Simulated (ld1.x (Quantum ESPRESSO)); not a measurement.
# Configuration tests for K (PAW)

K, PAW, made with ld1.x (Quantum ESPRESSO) 7.5 (revPBE, scalar-relativistic). Core [Ne], reference 3s2 3p6 4s1 4p0. Waves: 3s (bound): rcut 1.70, rcutus 1.80 bohr; 4s (bound): rcut 1.70, rcutus 1.80 bohr; 3p (bound): rcut 2.00, rcutus 2.35 bohr; 4p (bound, empty): rcut 2.00, rcutus 2.35 bohr; 3d channel at 0.05 Ry: rcut 1.85, rcutus 2.10 bohr; 3d channel at 1.2 Ry: rcut 1.85, rcutus 2.10 bohr; 4f channel at 0.35 Ry: rcut 2.05, rcutus 2.50 bohr; 4f channel at 2.3 Ry: rcut 2.05, rcutus 2.50 bohr. Local part: all-electron potential smoothed inside 1.95 bohr (lloc = -2). Core correction: Bessel-smoothed model core, default radius (core density twice the valence density). Augmentation charge: BESSEL, radius 1.40 bohr.

Energies are relative to the spin-unpolarised reference configuration 3s2 3p6 4s1 4p0; without spin polarisation the order of configurations can differ from experiment.

| valence configuration | charge | ΔE all-electron (eV) | error AE − PS (meV) |
| --- | --- | --- | --- |
| 3s2 3p6 4s0 4p0 | +1 | 4.263 | -0.1 |
| 3s2 3p6 4s0.5 4p0 | +0.5 | 1.608 | 0.0 |
| 3s1 3p6 4s1 4p0 | +1 | 42.040 | +18 |
| 3s2 3p5 4s1 4p0 | +1 | 24.940 | +21 |

What are ΔE and the potential's error for 3s2 3p6 4s0 4p1?

ΔE = 1.494 eV all-electron; the error (AE − PS) is +0.1 meV.

Levels in the configuration 3s2 3p6 4s0 4p1:

```
level  all-electron (eV)  pseudo (eV)
   3s            -36.866      -36.863
   3p            -20.282      -20.279
   4p             -1.390       -1.390
```
